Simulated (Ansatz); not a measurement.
C4H9, charge -1, singlet, geometry from GFN2-xTB (a gas-phase anion, which may not be bound at this level), with bond 9-6 at 2.4 times its length; SC-NEVPT2/6-31G, CASSCF(2,4) in Ansatz (a program for electronic structure).

Ansatz was given this input:
Ansatz 0.2 input:
```yaml
crystal:
  periodic: [false, false, false]
  atoms:
    - {symbol: C, position_ang: [0.00366132, -0.00257993, 0.50987381]}
    - {symbol: C, position_ang: [0.00604899, 1.42125247, -0.05700883]}
    - {symbol: H, position_ang: [-0.00171725, 1.48743097, -1.17683124]}
    - {symbol: H, position_ang: [-0.87186003, 1.98005613, 0.29102195]}
    - {symbol: H, position_ang: [0.89392380, 1.97203055, 0.27830152]}
    - {symbol: C, position_ang: [1.22682796, -0.71573222, -0.07658806]}
    - {symbol: H, position_ang: [1.27104904, -0.74055799, -1.19724426]}
    - {symbol: H, position_ang: [2.15487708, -0.23527963, 0.25807796]}
    - {symbol: H, position_ang: [1.31839125, -3.22317633, 0.72342487]}
    - {symbol: C, position_ang: [-1.23425894, -0.70454644, -0.05885878]}
    - {symbol: H, position_ang: [-1.29484415, -0.72889586, -1.17875997]}
    - {symbol: H, position_ang: [-1.27709886, -1.74894672, 0.27506338]}
    - {symbol: H, position_ang: [-2.15298495, -0.21570016, 0.28911112]}
basis:
  gaussian:
    orbitals: 6-31G
total_charge: -1
magnetization: {spin_polarized: false}
correlation: {method: sc_nevpt2, electrons: all, active_space: {window: {electrons: 2, orbitals: 4}}}
```

What the program printed (banner, timings and long lists left out):

```
Functional definition: HF
797 factors; integrals over basis functions are off by at most 2.0e-4 eV
mean field evaluation 1: about -4250.5684 eV, gradient 2.5e1 eV
mean field evaluation 2: about -4250.5672 eV, gradient 2.5e1 eV
mean field evaluation 4: about -4253.8760 eV, gradient 3.8e0 eV
mean field evaluation 8: about -4254.0997 eV, gradient 1.7e-1 eV
mean field evaluation 16: about -4253.9965 eV, gradient 5.2e0 eV
mean field -4254.09952810 eV, -156.3352741253 hartree, gradient 4.1e-6 eV, S^2 0.000000; 1 other end points of the search recorded, 0 dependent functions left out; unrestricted orbitals would lower it
reference -4254.09952810 eV, -156.3352741253 hartree; 17, 17 occupied and 37, 37 virtual orbitals, 797 factors
state -4255.80472384 eV, -156.3979389130 hartree
state -4255.80472384 eV, -156.3979389130 hartree; corrected -4265.82458984 eV, -156.7661621968 hartree
WARN: 1 active orbitals are nearly empty or full. The corrections depend on them more than the energy does, and are more stable in an active space without them
Total energy: -4265.82458984 eV, -156.7661621968 hartree
```
